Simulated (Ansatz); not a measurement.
`SCC1BS1` → B• + 2 C• + 5 H• + 2 S•  (atomization)

Calculated with Ansatz (gas phase, PBE0-D4/def2-TZVP geometries, no zero-point term in ΔE). CCSD(T)/CBS adds triple-zeta CCSD(T) − MP2 to the extrapolated MP2 energy (def2 sets, frozen cores). This one scheme is used for every species, atoms too. Functionals use def2-TZVPP. Open shells (•) are unrestricted, without spin–orbit coupling. Spin–orbit coupling would lower the free atoms: a little for B, C, S. One conformer a species, not always the lowest.

`SCC1BS1`:

```xyz
10

S    -1.891   -1.096   -0.441
C    -0.239   -0.491   -0.879
C     0.134    0.717   -0.065
B     0.978    0.642    1.212
S     1.938    1.240   -0.108
H    -1.612   -1.388    0.839
H     0.497   -1.289   -0.770
H    -0.308   -0.250   -1.943
H    -0.545    1.557   -0.201
H     1.046    0.358    2.357
```

```
          level  ΔE (eV)  difference from CCSD(T)/CBS
         PBE-D4    39.42                         1.32
       BHLYP-D4    37.05                        -1.05
       PBE-QIDH    38.31                         0.21
            PBE    39.16                         1.06
           PBE0    38.52                         0.42
        LC-ωPBE    38.07                        -0.03
CCSD/def2-TZVPP    36.36                        -1.74
  HF/def2-QZVPP    27.70                       -10.40
 MP2/def2-QZVPP    38.53                         0.43
   HF/CBS(def2)    27.70                       -10.40
    CCSD(T)/CBS    38.10                            0
```

Problem. What do rigid-rotor, harmonic-oscillator terms from PBE0-D4/def2-TZVP frequencies (298.15 K, 1 bar) make of the CCSD(T)/CBS value? (Best estimate.)

Solution. Computed: ΔZPE = -1.85 eV, ΔH = +36.70 eV, ΔS = 1050 J/(mol·K), ΔG = +33.45 eV. Open shells count their whole term as degenerate.

Largest T1 diagnostic among the species: 0.015.

From r2SCAN to r2SCAN0 (25 % exact exchange), in def2-TZVPP and without D4, ΔE moves by −0.59 eV: exact exchange takes away binding that semilocal exchange gives to molecules. At CCSD(T), def2-SVP lies −1.96 eV from the extrapolated value and def2-TZVPP −1.02 eV: correlation converges slowly with the basis, and small sets miss more of it in the bonded molecule than in its fragments.

For atomizations the MP2-based limit and the directly extrapolated one differ by several kJ/mol either way, and by 10 to 25 for some Ge, Se and Sn compounds, so smaller differences from it don't rank the levels.
